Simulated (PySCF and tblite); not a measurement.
Results of a calculation; reference values are marked as such.
C₆H₈FN, numbered as in [CH2:1]=[C:2]1[CH2:3][N:4]=[CH:5][CH2:6][C@H:7]1[F:8].

Search: ETKDG and KDG, MMFF94s, GFN2-xTB, 60 starts; geometries at GFN2-xTB. Weights use B3LYP-D3(BJ)/def2-SVP (IEF-PCM, dimethylsulfoxide) energies plus GFN2-xTB zero-point and thermal terms (modes under about 100 cm⁻¹ blended into free rotors). Symmetry numbers and mirror images are counted. Conformers within 3 kcal/mol (GFN2-xTB free energy) were kept, 6 at most. GIAO shieldings: KT3/pcSseg-1 (IEF-PCM, dimethylsulfoxide). Shifts are against TMS (¹H), TMS (¹³C) at the same level; of two unlike H on one atom, a is the less shielded. Programs: PySCF with density fitting and tblite.

(1) Predict the averaged NMR shifts at 298.15 K.

(2) How do the conformers differ?

(3) Which signal moves most, for its nucleus, between 200 and 400 K through the change of populations alone?

Shifts are unscaled: against experiment ¹³C can be off by 15 ppm or more and ¹H by 0.8 ppm.

## Answers

(1) ¹H: 7.64 (H5, 1H), 5.65 (H7, 1H), 5.32 (H1a, 1H), 5.27 (H1b, 1H), 4.91 (H3a, 1H), 4.82 (H3b, 1H), 3.00 (H6a, 1H), 2.78 (H6b, 1H) ppm. ¹³C: 154.6 (C5), 142.9 (C2), 103.5 (C1), 92.3 (C7), 60.7 (C3), 45.5 (C6) ppm.

(2) The 6-ring runs over atoms 2–3–4–5–6–7.
| conformer | shape | weight % |
| --- | --- | --- |
| 1 | 6-ring half-chair (ring torsions 9, 1, 19, -46, 58, -40°) | 56.2 |
| 2 | 6-ring half-chair (ring torsions -14, 0, -15, 41, -57, 44°) | 43.7 |
| 3 | 6-ring boat (ring torsions 43, 1, -43, 36, 3, -44°) | 0.1 |

```
signal      1      2      3  average
   H1a   5.32   5.32   5.57     5.32
   H1b   5.27   5.27   5.69     5.27
   H3a   4.79   5.07   4.80     4.91
   H3b   4.97   4.63   4.26     4.82
    H5   7.56   7.74   8.11     7.64
   H6a   3.12   2.86   2.51     3.00
   H6b   2.65   2.95   2.89     2.78
    H7   5.76   5.51   5.85     5.65
    C1   99.9  108.1  112.2    103.5
    C2  144.3  141.2  141.5    142.9
    C3   63.3   57.4   57.6     60.7
    C5  153.9  155.4  161.7    154.6
    C6   45.4   45.6   37.5     45.5
    C7   92.1   92.7   90.1     92.3
```

(3) C1: 103.2 ppm at 200 K, 103.4 ppm at 250 K, 103.5 ppm at 298.15 K, 103.6 ppm at 350 K, 103.7 ppm at 400 K.
